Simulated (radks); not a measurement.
Values are calculated unless marked as measured or tabulated.
Problem. Isoelectronic series with 7 electrons, all held in the configuration [He] 2s2 2p3, which need not be the ground one along the series. Code: a radial shooting solver on a logarithmic mesh with Libxc functionals. Model: Dirac Kohn-Sham, PBE, spin-unpolarised, spherical densities, point nucleus; open shells fill j = l - 1/2 first. Total energies (hartree) and mean radii <r> (bohr) (* marks an orbital that is empty in some or all of the ions):

ion    E (hartree)  3p1/2*  3s1/2*   2p3/2   2p1/2
Mn18+   -918.38957  0.6088  0.6337  0.2290  0.2265
Fe19+   -998.19254  0.5797  0.6044  0.2189  0.2163
Co20+  -1081.41890  0.5532  0.5778  0.2096  0.2069
Ni21+  -1168.08342  0.5290  0.5533  0.2011  0.1983
Cu22+  -1258.20157  0.5068  0.5308  0.1932  0.1903
Zn23+  -1351.78951  0.4863  0.5100  0.1859  0.1830
Ga24+  -1448.86415  0.4674  0.4907  0.1792  0.1761
Ge25+  -1549.44313  0.4498  0.4728  0.1729  0.1698
As26+  -1653.54484  0.4335  0.4561  0.1671  0.1638
Br28+  -1872.39394  0.4040  0.4259  0.1565  0.1530
Kr29+  -1987.18207  0.3907  0.4122  0.1516  0.1481
Rb30+  -2105.57445  0.3782  0.3993  0.1471  0.1435

Estimate the row of Se27+.

Solution. E (hartree) -1761.18846; 3p1/2* 0.4183; 3s1/2* 0.4405; 2p3/2 0.1616; 2p1/2 0.1582.
